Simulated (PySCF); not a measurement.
Compound: C6H4N2.
SMILES with atom numbers: `[N:1]#[C:2][c:3]1[cH:4][cH:5][cH:6][n:7][cH:8]1` (hydrogens: H9 on C4; H10 on C5; H11 on C6; H12 on C8)

The same species was optimised twice, with GFN2-xTB and with PBE0-D3(BJ)/def2-SVP (PySCF), and the same property calculations (PySCF, gas phase) were run on both structures.

```tsv
coordinate	GFN2-xTB	PBE0-D3(BJ)/def2-SVP	change
C2–C3 (Å)	1.413	1.430	+0.017
N1≡C2 (Å)	1.146	1.159	+0.013
N7–C8 (Å)	1.316	1.324	+0.008
C6–N7 (Å)	1.323	1.331	+0.008
C5–C6 (Å)	1.389	1.396	+0.007
C3–C8 (Å)	1.400	1.406	+0.006
C4–C5 (Å)	1.383	1.388	+0.005
C3–C4 (Å)	1.396	1.401	+0.005
C6–N7–C8 (°)	118.6	118.2	-0.4
C5–C6–N7 (°)	123.4	123.5	+0.1
N1–C2–C3 (°)	179.8	179.9	+0.1
C4–C3–C8 (°)	118.3	118.4	+0.1
C3–C8–N7 (°)	122.9	123.0	+0.1
C3–C4–C5 (°)	118.4	118.3	-0.1
C2–C3–C8 (°)	120.5	120.5	0.0
C2–C3–C4 (°)	121.2	121.1	-0.1
```

Rotational constants: A = 5913, B = 1596, C = 1257 MHz (GFN2-xTB) against A = 5849, B = 1572, C = 1239 MHz (PBE0-D3(BJ)/def2-SVP). Point groups within 0.08 Å: Cs and Cs.

On the GFN2-xTB structure: HOMO (eV) -8.12 [PBE0/pcSseg-1]; LUMO (eV) -2.00 [PBE0/pcSseg-1]; dipole (D) 3.92 [PBE0/pcSseg-1]; GIAO shielding of N1 (ppm) -57.1 [PBE0/pcSseg-1]; GIAO shielding of C2 (ppm) 64.3 [PBE0/pcSseg-1]; GIAO shielding of C3 (ppm) 72.7 [PBE0/pcSseg-1]; GIAO shielding of C4 (ppm) 39.7 [PBE0/pcSseg-1]; GIAO shielding of C5 (ppm) 58.8 [PBE0/pcSseg-1]; GIAO shielding of C6 (ppm) 28.8 [PBE0/pcSseg-1]; GIAO shielding of N7 (ppm) -93.9 [PBE0/pcSseg-1]; GIAO shielding of C8 (ppm) 26.3 [PBE0/pcSseg-1].

**Question.** What do these properties become on the PBE0-D3(BJ)/def2-SVP structure?

**Answer.** 
```
                                    property          level  on GFN2-xTB  on PBE0-D3(BJ)/def2-SVP  change
                                   HOMO (eV)  PBE0/pcSseg-1        -8.12                    -8.16   -0.04
                                   LUMO (eV)  PBE0/pcSseg-1        -2.00                    -2.04   -0.04
                                  dipole (D)  PBE0/pcSseg-1         3.92                     3.95   +0.03
energy, GFN2-xTB geometry as zero (kcal/mol)  PBE0/pcSseg-1          0.0                     -0.3    -0.3
                  GIAO shielding of N1 (ppm)  PBE0/pcSseg-1        -57.1                    -62.4    -5.3
                  GIAO shielding of C2 (ppm)  PBE0/pcSseg-1         64.3                     61.9    -2.4
                  GIAO shielding of C3 (ppm)  PBE0/pcSseg-1         72.7                     69.7    -3.0
                  GIAO shielding of C4 (ppm)  PBE0/pcSseg-1         39.7                     38.4    -1.3
                  GIAO shielding of C5 (ppm)  PBE0/pcSseg-1         58.8                     56.5    -2.3
                  GIAO shielding of C6 (ppm)  PBE0/pcSseg-1         28.8                     26.4    -2.4
                  GIAO shielding of N7 (ppm)  PBE0/pcSseg-1        -93.9                    -97.7    -3.8
                  GIAO shielding of C8 (ppm)  PBE0/pcSseg-1         26.3                     24.3    -2.0
```

The heavy atoms differ by 0.014 Å rms after alignment. Among bonds between heavy atoms C2–C3 changes most (+0.017 Å). Changes are differences of the printed values. Neither structure is proved a minimum here.
